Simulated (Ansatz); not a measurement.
Calculated with Ansatz (gas phase, PBE0-D4/def2-TZVP geometries, no zero-point term in ΔE). CCSD(T)/CBS adds triple-zeta CCSD(T) − MP2 to the extrapolated MP2 energy (def2 sets, frozen cores). This one scheme is used for every species. Functionals use def2-TZVPP. One conformer a species, not always the lowest.

`O[SiH2]BO[SiH3]` + `O[Si](Cl)(Cl)Cl` → `[SiH3]OBCl` + `O[SiH2][Si](O)(Cl)Cl`  (redistribution)

```json
{"level": "ωB97X-V", "ΔE (kcal/mol)": "-8.2"}
{"level": "PBE", "ΔE (kcal/mol)": "-10.0"}
{"level": "HF/CBS(def2)", "ΔE (kcal/mol)": "-6.8"}
{"level": "CCSD/CBS(def2)", "ΔE (kcal/mol)": "-7.5"}
```

(1) What does CCSD(T)/CBS give? (Best estimate.)

Largest T1 diagnostic among the species: 0.013.

Answers

(1) Computed: -8.0 kcal/mol. The listed levels differ from it by -0.2, -2.0, 1.2, 0.5 kcal/mol.

The D4 term adds −0.8 kcal/mol with B3LYP and −0.5 kcal/mol with PBE0; it sums over pairs of atoms, weighted by their polarisabilities, and B3LYP, whose exchange is more repulsive, gets the larger term. In def2-TZVPP, CCSD(T) changes the Hartree–Fock value by −1.2 kcal/mol (the triples alone add −0.4 kcal/mol) and MP2 by −1.1 kcal/mol. From PBE to PBE0 (25 % exact exchange), in def2-TZVPP and without D4, ΔE moves by +0.9 kcal/mol.

B3LYP here is the variant with VWN-RPA as its local correlation; programs differ in this.
